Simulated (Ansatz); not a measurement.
H3S (SMILES [SH3+]), charge +1, singlet, at a GFN2-xTB geometry; B3LYP/pcseg-1 in Ansatz (a program for electronic structure).

Input for Ansatz:
Ansatz 0.2 input:
```yaml
crystal:
  periodic: [false, false, false]
  atoms:
    - {symbol: S, position_ang: [0.00815214, -0.00667796, 0.11475350]}
    - {symbol: H, position_ang: [-0.52580220, 1.06636048, -0.51777110]}
    - {symbol: H, position_ang: [1.09132467, -0.05802782, -0.69808507]}
    - {symbol: H, position_ang: [-0.69595671, -0.90148537, -0.62019990]}
basis:
  gaussian:
    orbitals: pcseg-1.json
    point_charges:
      - {charge: 1.0, position_ang: [2.8801, -1.2204, 2.2627]}
hamiltonian:
  xc: b3lyp
total_charge: 1
```
The basis file holds pcseg-1 in the JSON format of the Basis Set Exchange.

Task: Predict the main parts of the log of this Ansatz run.

Result: 
```
Functional definition: B3LYP
325 factors; integrals over basis functions are off by at most 9.8e-4 eV
mean field evaluation 1: about -10870.4190 eV, gradient 2.4e1 eV
mean field evaluation 2: about -10870.9732 eV, gradient 2.1e1 eV
mean field evaluation 4: about -10872.2031 eV, gradient 2.3e-1 eV
mean field evaluation 8: about -10872.1996 eV, gradient 1.6e-4 eV
mean field -10872.19959384 eV, -399.5459656321 hartree, gradient 4.8e-5 eV, S^2 0.000000; 0 other end points of the search recorded, 0 dependent functions left out
reference -10872.19976119 eV, -399.5459717822 hartree; 9, 9 occupied and 24, 24 virtual orbitals, 325 factors
Total energy: -10872.19976119 eV, -399.5459717822 hartree
```
